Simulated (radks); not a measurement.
Species: Ga+. Configuration: [Ar] 3d10 4s2.

All-electron calculation, scalar-relativistic Kohn-Sham, exchange-only LDA, spin-polarised, spherical densities, finite nucleus; Fermi nuclear charge, rms radius 3.9973 fm. Program: a radial shooting solver on a logarithmic mesh with Libxc functionals.

Energy parts (eV):
total: -52740.508
kinetic: 53669.652
electron-nucleus: -127061.707
Hartree: 22546.677
exchange: -1895.129

Orbitals (lengths in bohr, moments of r in powers of bohr; <r^-3> diverges for s and p1/2):
orbital	occ.	eigenvalue (eV)	<r^-3>	<r^2>
1s	2	-10216.42	-	0.003187
2s	2	-1266.473	-	0.05618
2p	6	-1104.597	889.2	0.04468
3s	2	-154.0879	-	0.4933
3p	6	-105.3270	118.1	0.5466
3d	10	-26.1145	11.70	0.8618
4s	2	-15.4455	-	5.720
4p	0	-8.2754	5.494	9.788
4d	0	-2.0887	0.1177	54.87
4f	0	-0.8689	0.0004871	331.0
5s	0	-3.4664	-	45.90

The highest occupied level is 4s at -15.445 eV. Summed over all electrons, <r^2> = 24.71 bohr^2, which gives a Langevin (diamagnetic) susceptibility term of -19.6 x 10^-6 cm^3/mol. The electron density at the nucleus is 2.841e+04 e/bohr^3 (large components only). The density falls to 0.001 e/bohr^3 at r = 3.76 bohr.
